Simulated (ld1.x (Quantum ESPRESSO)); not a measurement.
## Pseudopotential generation for In (Z = 49): TM, PBE, non-relativistic.

```
Element                 : indium
Generator               : ld1.x (Quantum ESPRESSO) 7.5
Type                    : norm-conserving Troullier–Martins (Kleinman–Bylander form)
Functional              : PBE
Relativity              : non-relativistic
Frozen core             : [Kr]
Valence charge          : 13
Reference configuration : 4d10 5s2 5p1
Partial waves           : 5s (bound): rc 2.45 bohr; 5p (bound): rc 3.10 bohr; 4d (bound): rc 1.45 bohr
Local potential         : all-electron potential smoothed inside 1.84 bohr (lloc = -1)
Core correction         : Bessel-smoothed model core inside 1.30 bohr
```

Poles of the logarithmic derivatives, all-electron (AE) and pseudo (PS). s: poles at -0.0, 4.6 (AE) and -1.7, -0.0, 4.5 (PS) Ry. p: poles at 0.8 (AE) and 0.7, 2.1 (PS) Ry. d: poles at -1.4, 2.2 (AE) and -1.4, 2.3 (PS) Ry. Test radius 3.37 bohr.

* Cutoffs needed: 80 Ry and 140 Ry (the cutoffs (Ry, on a coarse ladder) from which the occupation-weighted sum of valence levels, in a spherical-Bessel basis at the reference potential, stays within 10 and 1 mRy of its value at 400 Ry)
* Ghost test: ghost state, extra bound levels that the all-electron valence spectrum of the same l lacks: s at -23.9 eV; a true bound ghost makes a file unfit for plane-wave use (spherical-Bessel basis up to 400 Ry, 20 bohr box)
* Largest excitation error: -142 meV (all-electron minus pseudo) for 4d9 5s0 5p0, out of 7 test configurations
